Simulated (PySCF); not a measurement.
Excitation energy of Pr by level of theory

Pr [Xe] 4f3 6s2 (high-spin determinant) → Pr [Xe] 4f3 6s1 7s1 (high-spin determinant), as a difference of total energies. Computed with PySCF 2.14 in x2c-TZVPPall with one added diffuse shell each of s, p, d, f type (12s8p8d5f2g, 129 functions), with the spin-free X2C one-electron Hamiltonian (Gaussian nucleus). Correlated levels: valence: [Kr] 4d10 frozen; valence and next inner shell: [Ar] 3d10 frozen. The calculations carry no spin-orbit coupling.

| method | excitation energy (eV) |
| --- | --- |
| UHF | 2.578 |
| LDA | 3.446 |
| PBE | 3.259 |
| PBE0 | 3.195 |
| r2SCAN | 3.055 |
| MP2 (valence) | 3.352 |
| SCS-MP2 (valence) | 3.457 |
| MP2 (valence and next inner shell) | 3.381 |
| SCS-MP2 (valence and next inner shell) | 3.472 |

**Question.** How much does correlation contribute at MP2 (valence and next inner shell)?

**Answer.** 3.381 − (2.578) = 0.803 eV, measured against UHF.

The promoted electron is Rydberg-like, and one or two diffuse shells describe it only roughly, which tends to raise the upper state.

The determinant of the upper state and of the lower state mixes LS terms, which raises its energy above the lowest term, most at the Hartree-Fock and MP2 levels.
